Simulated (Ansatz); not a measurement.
Stepwise reaction of `C[NH][SnH2][NH]C` with water, as a gas-phase model of exchange steps in deposition or etching. ΔE in kJ/mol.

Isolated molecules relaxed with PBE0-D4/def2-TZVP in Ansatz; ΔE leaves out vibrations. CCSD(T)/CBS adds triple-zeta CCSD(T) − MP2 to the extrapolated MP2 energy (def2 sets, frozen cores). This one scheme is used for every species. DFT in def2-TZVPP. B3LYP here is the variant with VWN-RPA as its local correlation; programs differ in this. def2 core potentials past Kr. For Sn outer-core shells are correlated without core-valence functions, which leaves a few kJ/mol of doubt a bond. One conformer a species, not always the lowest.

```
step                                               reaction  PBE-D4  B3LYP-D4  ωB97M-V  CCSD(T)/CBS
   1  `C[NH][SnH2][NH]C` + H₂O → `C[NH][SnH2][OH]` + CH₃NH₂   -30.1     -31.0    -30.8        -24.9
   2    `C[NH][SnH2][OH]` + H₂O → `[OH][SnH2][OH]` + CH₃NH₂   -29.0     -30.2    -30.2        -24.6
```

(1) By hand: ΔE of the 2 steps together at CCSD(T)/CBS.

Results:

(1) (-24.9) + (-24.6) = -49.5 kJ/mol, or -24.8 kJ/mol a step.

In ΔE the steps differ by no more than 0.3 kJ/mol. All are downhill at CCSD(T)/CBS. PBE-D4 differs from CCSD(T)/CBS by -5.2 to -4.4 kJ/mol a step. Isolated molecules leave out the surface, adducts and barriers. Largest T1 diagnostic: 0.014.
